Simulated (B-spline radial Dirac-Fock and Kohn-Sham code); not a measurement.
**Photoemission from Pb²⁺ at 5580 eV, detector at θ = 54.7°, φ = 0°**

System: the Pb²⁺ ion in the configuration [Xe] 4f14 5d10 6s2. Calculated with an atomic code on a B-spline grid, using Dirac-Hartree-Slater photoionisation with a Latter tail; cross sections with all multipoles, angular parameters from the dipole term and its interference with E2. Thresholds are orbital energies of the model. For linearly polarised light dσ/dΩ = σ/(4π) [1 + β P₂(cos θ) + (δ + γ cos²θ) sin θ cos φ], with θ from the polarisation vector and φ the angle between the beam and the projection of the electron momentum on the plane normal to the polarisation. The dipole factor is 1 + βP₂ and the non-dipole term is the rest of the bracket. Open shells are filled statistically over j.

```
subshell  threshold (eV)  σ (kb)     β      γ       δ  dipole factor  non-dipole term  dσ/dΩ (kb/sr)
      3s          3842.7    11.6  1.88   0.67  -0.002          1.002           +0.181           1.09
   3p1/2          3567.8    17.2  1.51   0.10   0.009          1.001           +0.034           1.42
   3p3/2          3072.2    35.7  1.59  -0.06   0.013          1.001           -0.006           2.83
   3d3/2          2612.3    36.1  1.26   0.28   0.090          1.001           +0.150           3.31
   3d5/2          2506.2    48.4  1.23   0.38   0.087          1.001           +0.174           4.53
      4s           894.8    3.62  1.90   0.05  -0.003          1.002           +0.012          0.292
   4p1/2           774.1    4.54  1.68   0.02  -0.007          1.001           -0.001          0.362
   4p3/2           652.0    8.69  1.75   0.02   0.011          1.002           +0.015          0.703
   4d3/2           452.9    6.58  1.38   0.61   0.076          1.001           +0.228          0.644
   4d5/2           429.8    8.79  1.29   0.66   0.079          1.001           +0.245          0.872
   4f5/2           170.4    1.41  0.92   1.12   0.252          1.001           +0.511          0.170
   4f7/2           165.1    1.74  0.89   1.13   0.257          1.001           +0.517          0.210
      5s           170.5   0.816  1.91  -0.01  -0.003          1.002           -0.006         0.0646
   5p1/2           128.6   0.899  1.70   0.04  -0.007          1.001           +0.006         0.0721
   5p3/2           105.2    1.63  1.77   0.06   0.011          1.002           +0.025          0.133
   5d3/2           46.20   0.813  1.40   0.66   0.073          1.001           +0.239         0.0803
   5d5/2           43.33    1.06  1.29   0.70   0.077          1.001           +0.254          0.106
      6s           31.33   0.115  1.91  -0.02  -0.003          1.002           -0.009        0.00910
```
